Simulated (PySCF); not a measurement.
Cartesian coordinates (Å):
```xyz
8

C     -0.9418    -0.2513    -0.0242
C      0.3184     0.5405     0.0160
C      1.5746    -0.0391     0.0326
N      2.6412    -0.5422     0.0465
H     -0.7473    -1.3300    -0.0383
H     -1.5762    -0.0195     0.8487
H     -1.5387     0.0103    -0.9148
H      0.2699     1.6314     0.0335
```
Charge 0, spin multiplicity 2.

Q: What is the computed total energy, highest occupied spin orbital and dipole moment (PBE-D3(BJ)/def2-TZVP in PySCF)?

A: 
```json
{
 "total_energy": "-171.2627 Ha",
 "highest_occupied_spin_orbital": "-5.69 eV",
 "dipole_moment": "4.04 D"
}
```
